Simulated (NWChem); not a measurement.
Species: CuNH₄; SMILES [NH3]->[CuH]

```xyz
6

Cu     0.0000     0.0000    -0.5019
H      0.0000     0.0000    -1.9992
N      0.0000     0.0000     1.4778
H     -0.9006    -0.2939     1.8592
H      0.1957     0.9269     1.8592
H      0.7048    -0.6329     1.8592
```
Atoms are numbered in this order, from 1.

All runs: NWChem. Pople sets run with spherical d functions. The geometry was optimised at PBE0/def2-SVP. B3LYP is NWChem's, with the RPA form of VWN correlation. GIAO values for the isolated, static molecule; σ is the absolute isotropic shielding, δ = σ(reference) − σ with the isolated reference molecule computed at the same levels (1H: tetramethylsilane, 15N: ammonia).

For level B3LYP/6-31G*:

```
Quantity      Value
-----------  ------
σ Cu1 (ppm)  -228.4
δ H2 (ppm)    -6.54
δ N3 (ppm)     -2.0
δ H4 (ppm)     1.05
```

**Question.** Estimate the same quantities for level PBE0/pcSseg-1.

**Answer.** 
* **σ Cu1 (ppm)**: 1163.6
* **δ H2 (ppm)**: -0.68
* **δ N3 (ppm)**: 9.3
* **δ H4 (ppm)**: 1.19
